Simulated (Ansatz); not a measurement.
C₃H₆ClNSn, SMILES `[CH3][Sn]([CH3])([Cl])[C]#N`. Total charge 0; spin multiplicity 1. Sn takes the def2 core potential.

```tsv
atom	x (Å)	y (Å)	z (Å)
C1	1.0548	-1.1460	1.1952
Sn2	-0.1976	0.2937	0.2740
C3	-1.2466	-0.1742	-1.5067
Cl4	-1.7587	0.9927	1.8551
C5	0.9767	2.0211	-0.1050
N6	1.6480	2.9251	-0.3517
H7	0.4682	-2.0264	1.4546
H8	1.4794	-0.7111	2.0990
H9	1.8572	-1.4259	0.5126
H10	-1.8400	0.6910	-1.7991
H11	-1.9039	-1.0246	-1.3295
H12	-0.5374	-0.4154	-2.2986
```

List the harmonic frequencies (cm⁻¹, unscaled) at PBE0-D4/def2-TZVP in Ansatz. (Estimate.)

Ansatz gave: 74, 76, 83, 90, 124, 126, 133, 281, 290, 371, 413, 536, 564, 745, 763, 793, 811, 1231, 1236, 1444, 1447, 1448, 1453, 2316, 3074, 3075, 3174, 3175, 3181, 3181.

Is this a minimum?

Yes, all 30 modes are real.

Give the ideal-gas thermochemistry at 298.15 K and 1 bar (rigid rotor, harmonic oscillator; point group Cs, symmetry number 1).

Zero-point energy 213.6 kJ/mol; H(298) − E = 243.0 kJ/mol; entropy 429.1 J/(mol·K), of which translation 175.6, rotation 121.5, vibration 132.0; G(298) − E = 115.1 kJ/mol. Modes under 100 cm⁻¹ are hindered rotations or soft bends, so the harmonic entropy is rough.
